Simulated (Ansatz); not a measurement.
Task: Name a neutral molecule of Al, C, N and H with size of the dipole moment (PBE/def2-TZVPP) between 0.45 and 0.75 D and LUMO energy (ωB97M-V/def2-TZVPP) between 1.70 and 2.00 eV (Ansatz, PBE0-D4/def2-TZVP geometry).

Result: `[CH3][Al]([NH2])[NH2]` (0.61 D, 1.73 eV); `C[CH2][Al]([NH2])[NH2]` (0.62 D, 1.72 eV). Other molecules can fit too; these were computed, each in one conformer that needn't be the lowest.
